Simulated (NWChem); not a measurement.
System: C2H3FSi; SMILES [SiH2](C#C)F

```xyz
7

Si    -0.5223     0.5983     0.0000
F      0.7882     1.5554     0.0000
C      0.0122    -1.1485     0.0000
C      0.3503    -2.3173     0.0000
H     -1.3040     0.8852    -1.2299
H     -1.3040     0.8852     1.2299
H      0.6514    -3.3506     0.0000
```
Atoms are numbered in this order, from 1.

Program: NWChem. Coordinates come from a PBE0/def2-SVP optimisation.

Task: Estimate the computed values for Hartree-Fock/STO-3G. Quantities: highest occupied level (eV); orbital gap (eV); dipole (D).

Result: 
```
Property                     Result
---------------------------  ------
highest occupied level (eV)   -8.87
orbital gap (eV)              18.53
dipole (D)                     1.04
```
